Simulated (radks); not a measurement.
The calcium ion Ca2+, 18 electrons, occupied as [Ar].

All-electron calculation, scalar-relativistic Kohn-Sham, LB94 model potential, spin-polarised, spherical densities, finite nucleus; Fermi nuclear charge, rms radius 3.4776 fm. Program: a radial shooting solver on a logarithmic mesh with Libxc functionals.

Energy parts (Ry):
part                   energy
kinetic            1375.61991
electron-nucleus  -3216.42038
Hartree             553.01026
(The LB94 potential has no energy functional, so no total or exchange-correlation energy is given.)

Orbitals (lengths in bohr, moments of r in powers of bohr; r(90%) holds 90 % of the orbital's charge):
| orbital | occ. | eigenvalue (Ry) | <r^4> | r(90%) | <1/r> |
|---|---|---|---|---|---|
| 1s | 2 | -295.7904 | 0.0001596 | 0.137 | 19.78 |
| 2s | 2 | -33.08829 | 0.04263 | 0.564 | 4.044 |
| 2p | 6 | -27.25629 | 0.03535 | 0.536 | 3.972 |
| 3s | 2 | -5.08504 | 3.877 | 1.74 | 1.211 |
| 3p | 6 | -3.70228 | 6.104 | 1.95 | 1.086 |
| 3d | 0 | -1.73601 | 25.20 | 2.79 | 0.7804 |
| 4s | 0 | -1.55489 | 150.7 | 4.33 | 0.4500 |

The highest occupied level is 3p at -50.372 eV. Summed over all electrons, <r^2> = 15.45 bohr^2, which gives a Langevin (diamagnetic) susceptibility term of -12.2 x 10^-6 cm^3/mol. The density falls to 0.001 e/bohr^3 at r = 2.99 bohr. For comparison, the ionisation energy in NIST's Atomic Spectra Database is 50.913 eV (measured). In exact Kohn-Sham theory the highest level is minus the ionisation energy, but local and semilocal functionals leave it too shallow, through self-interaction and a potential that decays too fast; potentials with the right tail come closer. The electron density at the nucleus is 6188 e/bohr^3 (large components only).
